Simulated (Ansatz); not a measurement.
KPt3, relaxed as a doublet with UKS r2SCAN-D4/def2-SVP in Ansatz, starting from the GFN1-xTB geometry. Force threshold 0.02 eV/Å.

In the def2 sets Pt takes a core potential; there is no spin–orbit coupling. The charge 0 doublet is spin-contaminated (final ⟨S²⟩ up to 0.84, 0.75 for a pure state). The relaxation made no stability test and no search for a lower SCF solution. The structure comes from a short search, and lower isomers may exist.

Start:

```
atom    x (Å)    y (Å)    z (Å)
  K1  -0.4530  -1.7930  -1.0542
 Pt2   0.2675  -0.1234   1.5280
 Pt3  -1.0737   1.1235  -0.0184
 Pt4   1.2593   0.7929  -0.4554
```

(1) Estimate the energy that the relaxation releases and the steps that it takes.

(2) Does the start keep its bonding and symmetry?

(3) Predict the relaxed structure.

Answers

(1) 35.0 kJ/mol, in 4 steps; 32 s on 4 threads of Arm Neoverse V2 on a shared host. No frequencies were taken in this run, so the end may be a saddle point.

(2) By distances, no bond broke or formed. The bond that changes most is Pt3–Pt4, from 2.40 to 2.53 Å (atoms count from 1). Point group C3v at the start, C3v at the end, both within 0.05 Å.

(3) 
```xyz
4

K    -0.448   -1.777   -1.045
Pt    0.273   -0.169    1.591
Pt   -1.145    1.149   -0.042
Pt    1.320    0.797   -0.503
```
Bond lengths (bridged metal pairs left out): 3 × K–Pt 3.17 Å; 3 × Pt–Pt 2.53 Å.
